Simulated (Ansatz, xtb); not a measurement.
# Relative energy of two isomers of AlClHNSi

We compare X, `[Cl][Al]1[NH][Si]1`, a singlet, with Y, `[Si]=[N][AlH][Cl]`, a singlet. Both are isolated molecules in the gas phase, relaxed with B3LYP-D3(BJ)/6-311G**; the shapes shown needn't be the lowest conformers.

X (Å):

```xyz
5

Al   -1.4870   -1.7206   -1.3841
Cl   -2.3883   -3.5273   -2.0354
N    -0.0218   -1.7340   -0.2894
Si   -0.1342   -0.0002   -0.3945
H     0.6652   -2.2728    0.2304
```

Y (Å):

```yaml
atoms:
  - { symbol: Al, position_ang: [0.7063, -0.4427, 0.3375] }
  - { symbol: Cl, position_ang: [-0.6592, -0.9226, 1.8824] }
  - { symbol: N, position_ang: [0.1453, 0.5918, -0.9888] }
  - { symbol: Si, position_ang: [-0.3907, 1.5141, -2.1507] }
  - { symbol: H, position_ang: [2.1518, -1.0319, 0.4487] }
```

Q: Estimate E(Y) − E(X) at the level CCSD(T)/def2-TZVP.

A: Calculated at CCSD(T)/def2-TZVP: E(Y) − E(X) = −96.8 kJ/mol, so structure Y lies lower.

How the difference moves with the method:

```tsv
level	geometry	E(Y) − E(X) (kJ/mol)	departure from the last row (kJ/mol)	job, with rough time for the two
GFN2-xTB	GFN2-xTB	−131.8	−35.0	optimisation, 0.23 s
HF/STO-3G	GFN2-xTB	−174.0	−77.2	single point, 0.18 s
r2SCAN-D4/def2-SVP	GFN2-xTB	−79.8	+17.0	single point, 1.3 s
B3LYP-D3(BJ)/6-311G**	B3LYP-D3(BJ)/6-311G**	−96.5	+0.3	optimisation, 15 s
HF/def2-TZVP	B3LYP-D3(BJ)/6-311G**	−123.1	−26.3	part of the CCSD(T) run
MP2/def2-TZVP	B3LYP-D3(BJ)/6-311G**	−110.9	−14.1	part of the CCSD(T) run
CCSD(T)/def2-TZVP	B3LYP-D3(BJ)/6-311G**	−96.8		single point, 11 s
```

As drawn, Y has 1 N=Si, 1 Al–H in place of 1 N–Si, 1 Al–Si, 1 N–H. Structure X has a 3-membered ring, Y no ring.

None of the levels shown reverses the order. The largest departure from CCSD(T)/def2-TZVP is that of HF/STO-3G, 77.2 kJ/mol.

With harmonic frequencies from B3LYP-D3(BJ)/6-311G** (ideal gas, rigid rotor, one conformer each, 400 K, 1 atm): the zero-point term adds −9.9 kJ/mol; ΔH is −105.6 and ΔG −109.4 kJ/mol.

The correlated steps freeze 16 core orbitals. Run with Ansatz 0.2.0, xtb 6.7.1; the last row on 2 threads of Intel(R) Xeon(R) 6975P-C (Granite Rapids) on a shared host.
